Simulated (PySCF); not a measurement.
# Electron correlation in La (lanthanum, neutral)

[Xe] 5d3, high-spin 4F determinant (an excited configuration). Calculation: PySCF 2.14, in ANO-RCC-VTZP (8s7p5d3f2g1h, 104 functions); the spin-free X2C one-electron Hamiltonian (Gaussian nucleus). Frozen: [Kr] 4d10; 11 electrons correlated.

```tsv
level	correlation energy (mhartree)
CCSD	-267.35
(T)	-10.35
CCSD(T)	-277.70
```

Diagnostics: T1 = 0.0092, D1 = 0.0180, largest double amplitude 0.041.

Spin-orbit coupling, absent here, splits the open shell strongly.

Cost of the coupled-cluster step: of the order of 40 core-seconds, for 11 correlated electrons.
